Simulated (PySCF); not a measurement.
Geometry:
| atom | x (Å) | y (Å) | z (Å) |
| --- | --- | --- | --- |
| N1 | -1.559 | -0.864 | -0.132 |
| Si2 | -0.579 | 0.085 | 0.888 |
| C3 | -0.998 | 1.866 | 0.279 |
| O4 | -1.743 | 2.020 | -0.662 |
| O5 | 1.056 | -0.130 | 0.665 |
| Si6 | 2.030 | -0.726 | -0.546 |
| H7 | -2.068 | -0.383 | -0.868 |
| H8 | -1.828 | -1.829 | -0.004 |
| H9 | -0.813 | -0.116 | 2.343 |
| H10 | -0.524 | 2.767 | 0.761 |
| H11 | 3.446 | -0.518 | -0.134 |
| H12 | 1.786 | -2.185 | -0.754 |
| H13 | 1.778 | -0.003 | -1.830 |

Geometry: PBE0-D3(BJ)/def2-SVP; GIAO absolute shieldings from PySCF 2.14.0 with density-fitted response routines, gas phase, non-relativistic, averaged over equivalent atoms.

At mPW1PW91/pcSseg-1 (151 basis functions, 15 s wall time on 1 thread of an Arm Neoverse V1, shared host):
| atoms | σ (ppm) |
| --- | --- |
| N1 | 239.3 |
| Si6 | 389.8 |
| Si2 | 407.9 |
| C3 | -57.7 |
| O4 | -560.5 |
| O5 | 287.4 |
| H10 | 19.78 |
| H11/H12/H13 | 26.43 |
| H9 | 26.53 |
| H7/H8 | 29.57 |

What do these become at KT2/pcSseg-1?

Answers


```tsv
atoms	σ at KT2/pcSseg-1	change
N1	234.7	-4.6
Si6	399.5	+9.7
Si2	417.7	+9.8
C3	-37.1	+20.6
O4	-467.6	+92.9
O5	276.9	-10.5
H10	19.97	+0.19
H11/H12/H13	26.07	-0.36
H9	26.18	-0.35
H7/H8	29.34	-0.23
```

The largest change is at O4 (carbonyl oxygen). Cost: 151 basis functions, 24 s wall time on 1 thread of an Arm Neoverse V1, shared host.
